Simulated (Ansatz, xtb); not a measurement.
Breaking the B1–H5 bond in C2H3B (SMILES BC#C) (multiplicity 1 held, fragments rigid). Energies count from the point at 1.189 Å.
Geometry at that point (charge 0, multiplicity 1):
```xyz
6

B     -1.1934    -0.0518    -0.7150
C      0.0924     0.0040     0.0554
C      1.1293     0.0490     0.6766
H      2.0411     0.0886     1.2230
H     -1.9546     0.8608    -0.6666
H     -1.4500    -1.0086    -1.3734
```

Restricted levels (R-, RO-) in cc, def2 and unpolarised 6-31G sets keep to the state of the molecule at rest. Active spaces are followed from a long bond inwards. Curves can end on different states.

Correlated levels freeze the cores.

Codes used: Ansatz (a first-principles code) with Gaussian orbitals; xtb for the GFN methods. Values without a source in brackets are computed. The GFN methods have no spin term and hold the electronic entropy of 300 K.

Energies in kcal/mol.

```tsv
R (Å)	GFN2-xTB	R-SCS-MP2/cc-pVDZ	R-CCSD/cc-pVDZ	FIC-MRCISD+Q on CASSCF(2,2)/cc-pVDZ
0.952	23.2	28.5	28.5	28.6
1.070	3.4	6.4	6.5	6.5
1.189	0.0	0.0	0.0	0.0
1.308	3.9	2.4	2.3	2.2
1.427	10.8	9.7	9.5	9.3
1.606	23.7	24.9	24.2	23.8
1.784	37.9	41.7	40.2	39.4
2.082	60.5	68.0	64.5	62.8
2.379	79.8	89.8	83.3	80.2
2.736	97.2	109.4	98.2	93.1
3.211	111.6	125.7	108.6	100.7
3.806	119.7	132.7	113.4	103.5
```

Doubts at one or more of the structures used: a restricted determinant that unrestricted orbitals would lower (R-SCS-MP2/cc-pVDZ, R-CCSD/cc-pVDZ); other coupled-cluster roots lie near (R-CCSD/cc-pVDZ); T1 above 0.05 (R-CCSD/cc-pVDZ).
